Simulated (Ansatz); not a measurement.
`CC(C)(C)[CH2][In]([Cl])[Cl]` + trimethylsilanol → `C[Si](C)(C)[O][In]([Cl])[Cl]` + `CC(C)(C)C`  (ligand exchange at the In–C bond)

Isolated molecules relaxed with PBE0-D4/def2-TZVP in Ansatz; ΔE leaves out vibrations. CCSD(T)/CBS is the MP2 limit (def2-TZVPP, def2-QZVPP) plus CCSD(T) − MP2 in def2-TZVPP, frozen cores. Functionals use def2-TZVPP. Elements past krypton have def2 core potentials. For In outer-core shells are correlated without core-valence functions, which leaves a few kJ/mol of doubt a bond. One conformer a species, not always the lowest.

`CC(C)(C)[CH2][In]([Cl])[Cl]`:

Z-matrix (Å, degrees):
```
C
C 1 1.531
H 1 1.093 2 110.7
H 1 1.093 2 111.1 3 119.9
H 1 1.093 2 111.1 3 -119.9
C 2 1.526 1 109.2 3 60.0
C 2 1.526 1 109.2 3 -60.0
C 2 1.527 1 107.8 3 -180.0
H 6 1.094 2 111.1 1 61.8
H 6 1.093 2 110.8 1 -57.9
H 6 1.095 2 111.5 1 -177.2
H 7 1.093 2 110.8 1 57.8
H 7 1.094 2 111.1 1 -61.9
H 7 1.095 2 111.5 1 177.1
In 8 2.145 2 115.8 1 179.6
H 8 1.094 2 111.5 1 -60.1
H 8 1.094 2 111.6 1 59.4
Cl 15 2.330 8 122.4 2 -178.3
Cl 15 2.331 8 127.7 2 1.7
```

`C[Si](C)(C)O`:

Cartesian coordinates in Å:
```
C -1.041 1.423 0.177
Si 0.278 0.102 0.054
C -0.204 -1.355 1.123
C 0.531 -0.424 -1.714
O 1.747 0.708 0.532
H -1.177 1.758 1.209
H -2.006 1.046 -0.175
H -0.779 2.295 -0.428
H -0.328 -1.060 2.170
H 0.556 -2.139 1.083
H -1.152 -1.788 0.792
H -0.386 -0.844 -2.134
H 1.314 -1.183 -1.784
H 0.829 0.426 -2.333
H 1.819 1.035 1.428
```

`C[Si](C)(C)[O][In]([Cl])[Cl]`:

Cartesian coordinates in Å:
```
C 0.932 -0.700 1.944
Si 0.103 -0.081 0.394
C 0.134 1.787 0.324
C -1.665 -0.682 0.300
O 0.965 -0.697 -0.879
In 0.735 -0.501 -2.800
Cl 2.185 -1.533 -4.244
Cl -1.003 0.772 -3.626
H 0.418 -0.334 2.837
H 0.931 -1.793 1.977
H 1.971 -0.364 1.991
H -0.349 2.158 -0.586
H -0.398 2.222 1.175
H 1.159 2.166 0.345
H -2.157 -0.326 -0.610
H -1.711 -1.775 0.308
H -2.249 -0.319 1.151
```

`CC(C)(C)C`:

Z-matrix (Å, degrees):
```
C
C 1 1.526
H 1 1.094 2 111.0
H 1 1.094 2 111.1 3 120.0
H 1 1.094 2 111.0 3 -120.0
C 2 1.526 1 109.5 3 -179.9
C 2 1.526 1 109.5 3 60.1
C 2 1.526 1 109.5 3 -59.9
H 6 1.094 2 111.0 1 60.1
H 6 1.094 2 111.0 1 -179.9
H 6 1.094 2 111.0 1 -59.9
H 7 1.094 2 111.1 1 -180.0
H 7 1.094 2 111.0 1 60.0
H 7 1.094 2 111.1 1 -59.9
H 8 1.094 2 111.0 1 -180.0
H 8 1.094 2 111.0 1 60.0
H 8 1.094 2 111.0 1 -60.0
```

| level | ΔE (kJ/mol) |
| --- | --- |
| r2SCAN0-D4 | -38.6 |
| CAM-B3LYP-D4 | -44.9 |

(1) What does CCSD(T)/CBS give? (Estimate.)

Largest T1 diagnostic among the species: 0.013.

Results:

(1) Computed: -40.9 kJ/mol. The listed levels differ from it by 2.3, -4.0 kJ/mol.

Leaving LDA and LC-ωPBE aside and taking each functional with its dispersion term where it has one, the values, not all of them listed here, spread over 15.7 kJ/mol, from B97M-V to PBE-D4. LDA lies +11.7 kJ/mol from PBE without D4. In def2-TZVPP, CCSD(T) changes the Hartree–Fock value by +22.6 kJ/mol (the triples alone add +1.5 kJ/mol) and MP2 by +28.3 kJ/mol. At CCSD(T), def2-SVP lies −16.2 kJ/mol from the extrapolated value and def2-TZVPP +1.3 kJ/mol.

CCSD(T)/CBS has its own doubt, a few kJ/mol and more with outer-core shells, so smaller differences from it don't rank the levels.
